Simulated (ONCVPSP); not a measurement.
# Which change was made? (H, ONCV)

ONCVPSP 4.0.1 input, shortened (lines: element, Z, core and valence counts, functional; n l f; lmax; l rc ep ncon nbas qcut; lloc lpopt rc5 dvloc0; l nproj debl; icmod fcfact rcfact), LDA (Perdew-Wang 92), scalar-relativistic:

```
  H 1.00    0    1  -001012      upf
    1    0    1.00
    1
    0    1.25    0.00    3    6    4.30
    1    1.05    0.38    4    7    7.40
    4    5    0.70    0.00
    0    2    3.30
    1    1    1.60
    0    0.00    0.00
```

Cutoffs, loose and tight: the cutoffs (Ha) at which the residual kinetic energy of the hardest occupied pseudo-wave falls to 1 and 0.1 mHa per electron. They do not see the model core or the augmentation charge, which bear on the density cutoff. Test errors are all-electron minus pseudo excitation energies from the reference, over the configurations 1s0.5; variants that change the core or the reference have their own tests.

The base gives: outcome: generated; cutoff, loose: 11 Ha; cutoff, tight: 53 Ha; bound ghosts: none; GHOST(+) flags above zero: none.

**Question.** After one change the result is: outcome: generated; cutoff, loose: 6.8 Ha; cutoff, tight: 9.5 Ha; bound ghosts: none; GHOST(+) flags above zero: none. Which change was it?
A. s: rc 1.06
B. s: rc 0.94
C. s: rc 1.82
D. s: rc 1.52

**Answer.** C. The others give: s: rc 1.52 → outcome: generated; cutoff, loose: 8.3 Ha; cutoff, tight: 31 Ha; bound ghosts: none; GHOST(+) flags above zero: none | s: rc 1.06 → outcome: generated; cutoff, loose: 23 Ha; cutoff, tight: 75 Ha; bound ghosts: none; GHOST(+) flags above zero: none | s: rc 0.94 → outcome: generated; cutoff, loose: 32 Ha; cutoff, tight: 96 Ha; bound ghosts: none; GHOST(+) flags above zero: none.
